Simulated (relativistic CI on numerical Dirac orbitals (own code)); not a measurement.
## Ligand-field terms of d5

Computed with a parametric ligand-field model of a d^n configuration (Racah B and C, spin-orbit zeta, crystal field), exact diagonalisation.

Field parameters in Wybourne normalisation: Oh B⁴₀ = 21Dq, B⁴₄ = √(5/14) B⁴₀; Td as Oh with Dq negative (B⁴₀ = 21Dq, B⁴₄ = √(5/14) B⁴₀). The field is a parameter set, without covalency.

Problem. Lowest levels for B = 980, C = 4440, ζ = 410 cm⁻¹, Oh, 10Dq = 21250 cm⁻¹?

Solution. Γ7+Γ8 0 (S 2.50), Γ7 12259 (S 0.64), Γ8 13023 (S 0.66), Γ8 14360 (S 1.49), Γ6 14467 (S 1.50), Γ8 14492 (S 1.42), Γ7 14526 (S 1.43), Γ6 20882 (S 1.50), Γ8 20888 (S 1.50) cm⁻¹, with S from ⟨S²⟩ = S(S + 1). The ground level has 2.00 electrons in the cubic e pair.

Problem. Lowest levels for B = 350, C = 1800, ζ = 1700 cm⁻¹, Td, 10Dq = -7700 cm⁻¹?

Solution. Γ8 0 (S 2.34), Γ7 26 (S 2.36), Γ8 4151 (S 1.13), Γ7 5761 (S 1.34), Γ6 6573 (S 1.48), Γ8 6763 (S 1.48), Γ7 8901 (S 1.38), Γ8 8936 (S 1.39), Γ6 9180 (S 1.46) cm⁻¹, with S from ⟨S²⟩ = S(S + 1). The ground level has 2.15 electrons in the cubic e pair; its S is far from a half-integer, so spin-orbit coupling mixes spin states.

Problem. Lowest levels for B = 950, C = 4850, ζ = 430 cm⁻¹, Oh, 10Dq = 8200 cm⁻¹?

Solution. Γ7+Γ8 0 (S 2.50), Γ7 28631 (S 1.50), Γ8 28651 (S 1.50), Γ8 28733 (S 1.50), Γ6 28797 (S 1.50), Γ7 32018 (S 1.50), Γ8 32092 (S 1.50), Γ6 32223 (S 1.50), Γ8 32231 (S 1.50) cm⁻¹, with S from ⟨S²⟩ = S(S + 1). The ground level has 2.00 electrons in the cubic e pair.

Problem. Lowest levels for B = 870, C = 3330, ζ = 50 cm⁻¹, Oh, 10Dq = 23250 cm⁻¹?

Solution. Γ7 0 (S 0.50), Γ8 88 (S 0.50), Γ7+Γ8 2784 (S 2.50), Γ8 7633 (S 1.50), Γ7 7634 (S 1.50), Γ8 7646 (S 1.50), Γ6 7655 (S 1.50), Γ6 13848 (S 1.50), Γ8 13848 (S 1.50) cm⁻¹, with S from ⟨S²⟩ = S(S + 1). The ground level has 0.06 electrons in the cubic e pair.

Problem. Lowest levels for B = 420, C = 1810, ζ = 650 cm⁻¹, Oh, 10Dq = 24850 cm⁻¹?

Solution. Γ7 0 (S 0.51), Γ8 1129 (S 0.50), Γ8 16678 (S 1.51), Γ7 16779 (S 1.51), Γ8 17006 (S 1.50), Γ6 17163 (S 1.50), Γ6 20038 (S 1.50), Γ8 20072 (S 1.50), Γ8 20242 (S 1.49) cm⁻¹, with S from ⟨S²⟩ = S(S + 1). The ground level has 0.03 electrons in the cubic e pair.
